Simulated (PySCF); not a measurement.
## Fe⁺: interval between two levels

Fe⁺ [Ar] 3d6 4s1 [6D9/2, M_J = 9/2] → Fe⁺ [Ar] 3d5 4s1 5s1 [8S7/2, M_J = 7/2], as a difference of total energies. Calculation: PySCF 2.14, in x2c-TZVPall-2c with one added diffuse shell each of s, p, d type (7s8p5d1f, 63 functions); the two-component X2C-1e Hamiltonian. Correlated levels: [Ne] frozen; the 6 highest virtual spinors dropped. "Screened" scales the spin-orbit matrix elements by Boettger's factors to mimic the two-electron term; Breit and QED terms are absent.

| method | interval between two levels (cm⁻¹) |
| --- | --- |
| GHF (spin-free) | 86518 |
| GMP2 (spin-free) | 100310 |
| GHF (screened spin-orbit) | 86915 |
| GMP2 (screened spin-orbit) | 100720 |

The labels give the starting determinants; with spin-orbit coupling the two ends relaxed to ⟨J²⟩ = 24.76, ⟨L²⟩ = 6.01, ⟨S²⟩ = 8.75 and ⟨J²⟩ = 15.75, ⟨L²⟩ = 0.00, ⟨S²⟩ = 15.75.

The promoted electron is Rydberg-like, and one or two diffuse shells describe it only roughly, which tends to raise the upper state.
